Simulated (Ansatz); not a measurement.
Cost and result for the atomization energy of CH$_{7}$AlFNSi, SMILES `[CH3][Al]([NH2])[SiH2]F` (12 atoms, 11 bonds).

Cartesian coordinates in Å:
```
C -2.009 0.089 0.323
Al -0.161 -0.235 -0.206
N 0.216 -1.435 -1.452
Si 1.785 0.965 0.728
F 1.474 1.420 2.250
H -2.309 1.116 0.091
H -2.710 -0.585 -0.177
H -2.135 -0.035 1.404
H -0.466 -1.986 -1.950
H 1.143 -1.676 -1.764
H 2.135 2.210 -0.021
H 3.036 0.151 0.773
```

Charge 0, multiplicity 1. The geometry is a stationary point of PBE0-D4/def2-TZVP. It is one conformer, not always the lowest. Program: Ansatz. All runs use 4 threads of an Arm Neoverse V2 on a shared host. Times are those of one run each, without the atoms' runs, and a repeat can differ threefold. Electronic energies, without spin–orbit coupling; frozen cores. CCSD(T)/CBS adds CCSD(T) − MP2 in def2-TZVPP to the MP2 limit, and its time is that of the two runs behind it. T1 = 0.012. B3LYP takes the VWN-RPA correlation (the form of Gaussian; ORCA's B3LYP/G).

CCSD(T)/CBS is a level of theory with its own doubt, some kJ/mol a heavy atom from the limit and from the frozen cores, so smaller differences don't rank the functionals.

| level | functions | atomization (kcal/mol) | difference from CCSD(T)/CBS | per bond |
| --- | --- | --- | --- | --- |
| CCSD(T)/CBS(def2) | – | 995.4 | 0.0 | 0.0 |
| ωB97X-V/def2-TZVPP | 275 | 997.4 | 2.0 | 0.2 |
| MP2/def2-QZVPP | 521 | 994.2 | -1.2 | -0.1 |
| B3LYP-D4/def2-TZVPP (with forces) | 275 | 992.4 | -3.0 | -0.3 |
| PBE0-D4/def2-TZVPP | 275 | 985.3 | -10.1 | -0.9 |
| CCSD(T)/def2-TZVPP | 275 | 967.0 | -28.4 | -2.6 |
| r2SCAN-D4/def2-TZVPP (with forces) | 275 | 992.1 | -3.3 | -0.3 |
| B2PLYP/def2-TZVPP | 275 | 981.8 | -13.6 | -1.2 |
| ωB97M-V/def2-TZVPP (with forces) | 275 | 994.4 | -1.0 | -0.1 |
| PBE-D4/def2-TZVPP (with forces) | 275 | 999.2 | 3.8 | 0.3 |

**Question.** Order the runs by time, with rough figures. (Best estimate.)

**Answer.** Computed: PBE-D4/def2-TZVPP (with forces) 2.6 s; PBE0-D4/def2-TZVPP 2.9 s; B3LYP-D4/def2-TZVPP (with forces) 4.6 s; r2SCAN-D4/def2-TZVPP (with forces) 5 s; B2PLYP/def2-TZVPP 5.5 s; ωB97X-V/def2-TZVPP 8.5 s; ωB97M-V/def2-TZVPP (with forces) 12 s; MP2/def2-QZVPP 20 s; CCSD(T)/def2-TZVPP 2.8 min; CCSD(T)/CBS(def2) 3.1 min.

The D4 term adds +8.2 kcal/mol with B3LYP and +4.4 kcal/mol with PBE0; it sums over pairs of atoms, weighted by their polarisabilities, and B3LYP, whose exchange is more repulsive, gets the larger term. In def2-TZVPP, CCSD(T) changes the Hartree–Fock value by +236.1 kcal/mol (the triples alone add +12.0 kcal/mol) and MP2 by +246.2 kcal/mol; breaking electron pairs costs correlation energy, which Hartree–Fock lacks. From PBE to PBE0 (25 % exact exchange), in def2-TZVPP and without D4, the atomization energy moves by −13.3 kcal/mol: exact exchange takes away binding that semilocal exchange gives to molecules.
